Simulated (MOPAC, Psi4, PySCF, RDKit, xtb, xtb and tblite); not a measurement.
Internal rotation in SMILES COC(=O)[SiH2]c1cccs1. Scanned: dihedral O2–C3–Si5–C6; all other coordinates were relaxed at GFN2-xTB. Points at φ and −φ are mirror images.

Geometry of the scan point at -140° (Å):
```
18

C      3.8796    -0.0863    -0.0583
O      2.6871    -0.8073     0.2385
C      1.5287    -0.1636     0.0665
O      1.4603     0.9748    -0.3275
Si     0.0676    -1.3021     0.5604
C     -1.2912    -1.0231    -0.6920
C     -1.4095    -0.0419    -1.6366
C     -2.5913    -0.1283    -2.3999
C     -3.3703    -1.1780    -2.0303
S     -2.6754    -2.0769    -0.7432
H      4.7056    -0.7673     0.1281
H      3.9539     0.7951     0.5816
H      3.8727     0.2363    -1.1013
H      0.5546    -2.6816     0.5435
H     -0.3757    -0.9119     1.9041
H     -0.6630     0.7210    -1.7673
H     -2.8489     0.5582    -3.1867
H     -4.3148    -1.4832    -2.4357
```

- GFN2-xTB (xtb and tblite)
- MMFF94 // GFN2-xTB (RDKit)
- PBE0/def2-SVP // GFN2-xTB (Psi4)
- PBE0-D3(BJ)/def2-SVP // GFN2-xTB (Psi4)
- PBE/def2-SVP // GFN2-xTB (Psi4)
- PBE-D3(BJ)/def2-SVP // GFN2-xTB (Psi4)
- UFF // GFN2-xTB (RDKit)
- PM7, restricted, heats of formation // GFN2-xTB (MOPAC)
- PM3, restricted, heats of formation // GFN2-xTB (MOPAC)
- GFN1-xTB // GFN2-xTB (xtb)
- RKS-B3LYP/6-31G* = restricted B3LYP/6-31G*, spherical d, density fitting // GFN2-xTB (PySCF 2.14.0)
- RHF/3-21G = restricted Hartree-Fock/3-21G, density fitting // GFN2-xTB (PySCF)
- RMP2/3-21G = restricted MP2 (frozen core)/3-21G // GFN2-xTB (PySCF 2.14.0)
- RKS-B3LYP/6-311+G** = restricted B3LYP/6-311+G**, spherical d, density fitting // GFN2-xTB in PySCF 2.14.0

Least-squares fit of E(φ) = a0 + Σ (a_n cos nφ + b_n sin nφ), n = 1 to 4, to the 18 scan points, in kJ/mol above the lowest point of each profile (levels whose profile four harmonics don't fit are not listed):

```
method                  a0     a1    b1     a2    b2     a3    b3     a4    b4  rms of fit
--------------------  ----  -----  ----  -----  ----  -----  ----  -----  ----  ----------
GFN2-xTB              1.80   1.18  0.00  -0.42  0.00   0.29  0.00   0.09  0.00        0.02
MMFF94                8.51  -5.12  0.00  -1.57  0.00  -2.68  0.00   0.75  0.00        0.19
PBE0/def2-SVP         4.91   2.57  0.00  -3.02  0.00  -0.49  0.00   0.50  0.00        0.21
PBE0-D3(BJ)/def2-SVP  4.57   2.24  0.00  -2.95  0.00  -0.39  0.00   0.54  0.00        0.21
PBE/def2-SVP          4.88   2.65  0.00  -3.10  0.00  -0.70  0.00   0.47  0.00        0.20
PBE-D3(BJ)/def2-SVP   4.58   2.34  0.00  -3.07  0.00  -0.61  0.00   0.52  0.00        0.20
UFF                   5.14  -5.38  0.00   2.02  0.00  -3.32  0.00   1.42  0.00        0.29
PM7                   1.71   1.30  0.00  -0.64  0.00   0.02  0.00   0.32  0.00        0.09
PM3                   1.86   1.87  0.00  -0.23  0.00   0.00  0.00   0.31  0.00        0.09
GFN1-xTB              3.95   1.89  0.00  -1.13  0.00   0.73  0.00  -0.10  0.00        0.06
RKS-B3LYP/6-31G*      4.26   2.81  0.00  -2.24  0.00  -0.65  0.00   0.44  0.00        0.21
RHF/3-21G             9.45   3.92  0.00  -5.26  0.00   0.17  0.00   0.37  0.00        0.31
RMP2/3-21G            8.83   3.19  0.00  -5.28  0.00   0.25  0.00   0.26  0.00        0.26
RKS-B3LYP/6-311+G**   3.49   2.24  0.00  -1.70  0.00  -0.46  0.00   0.09  0.00        0.07
```

MMFF94 has few fitted parameters for silicon.
